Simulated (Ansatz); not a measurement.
Abstraction of F: C2H3FSi + C2HF2Sn → C2H3Si + C2HF3Sn

Species: C2H3FSi `C#C[SiH2]F`, singlet; C2HF2Sn `C#[C][Sn]([F])[F]`, doublet; C2H3Si `C#C[SiH2]`, doublet; C2HF3Sn `C#[C][Sn]([F])([F])[F]`, singlet. A radical takes F: the energy is the difference in strength between the Si–F bond broken and the Sn–F bond made.

Shapes, held fixed at every level: PBE0-D4/def2-TZVP. Programs: Ansatz 0.2.0. The zero-point and thermal change to 298 K, harmonic and unscaled (PBE0-D4/def2-TZVP), is -5.0 kJ/mol.

```tsv
level	kind	ΔH(298 K) (kJ/mol)	less CCSD(T)/def2-TZVPP	CPU time (sum over the molecules)
HF/def2-TZVPP	Hartree–Fock	+153.7	+2.4	–
r2SCAN-D4/def2-TZVPP	meta-GGA	+150.3	-1.0	63 s
B3LYP-D4/def2-TZVPP	global hybrid	+161.2	+9.9	43 s
r2SCAN0-D4/def2-TZVPP	global hybrid	+152.3	+1.0	58 s
B2PLYP/def2-TZVPP	double hybrid	+160.0	+8.7	60 s
CCSD(T)/def2-SVP	coupled cluster or CI	+133.8	-17.5	93 s
CCSD/def2-SVP	coupled cluster or CI	+134.1	-17.2	–
CCSD(T)/def2-TZVPP	coupled cluster or CI	+151.3	0.0	34 min
```

The highest level, CCSD(T)/def2-TZVPP, gives ΔH(298 K) = +151.3 kJ/mol; the levels span +133.8 to +161.2. The column of differences is taken from that level and isn't an error. No measured value is set beside it here. Spin contamination: C2H3Si (⟨S²⟩ up to 0.85). Open shells run unrestricted. For atoms past krypton def2 sets carry core potentials with scalar relativity. Outer-core shells of Sn are correlated, in sets that cover them unevenly. Times are processor times on shared x86 and Arm servers, and rough.
